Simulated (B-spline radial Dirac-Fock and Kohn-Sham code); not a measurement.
**K-line shifts caused by a second vacancy in Ru⁷⁺**

System: Ru⁷⁺, [Kr] 4d1, inside a Watson sphere of charge -7 and radius 2.2 Å (a model of the Madelung potential; inside it an electron's potential energy is raised by 45.8 eV).

The computed values come from a radial B-spline solver: ΔSCF Dirac-Fock with Breit, self-energy and vacuum polarisation, finite nucleus, configuration average. Each two-hole energy is an average over J within one jj subconfiguration, not an observable level; in light atoms, where LS coupling holds, the j-resolved values are not observed lines, and for a K spectator the Kα1 hypersatellite is nearly forbidden. The model has no electron correlation.

Lines without a spectator: Kα2 (K-L2) 19147.6 eV, Kα1 (K-L3) 19276.6 eV, Kβ3 (K-M2) 21632.5 eV, Kβ1 (K-M3) 21655.1 eV. Shifts in eV with one spectator hole (a dash: not computed, or left out as unreliable):

| spectator hole | Kα2 | Kα1 | Kβ3 | Kβ1 |
| --- | --- | --- | --- | --- |
| K (1s) | +493.6 | +505.6 | +627.8 | +630.3 |
| L2 (2p1/2) | +52.5 | +65.6 | – | +142.0 |
| L3 (2p3/2) | +53.6 | +53.1 | +129.1 | – |
| M2 (3p1/2) | – | +6.83 | +16.59 | +20.21 |
| M3 (3p3/2) | +5.32 | – | +17.76 | +17.19 |
| M4 (3d3/2) | +0.59 | -1.60 | – | – |
| M5 (3d5/2) | -1.94 | -0.39 | – | – |

With n spectator holes in 2p, averaged over the 2p shell (energies in eV):

```csv
n,KαLⁿ,step,hypersatellite KαʰLⁿ
0,19233.6,–,19735.1
1,19290.1,+56.5,19793.1
2,19347.9,+57.8,19852.3
3,19406.9,+59.0,19912.7
4,19467.2,+60.3,19974.4
5,19528.8,+61.6,20037.4
```
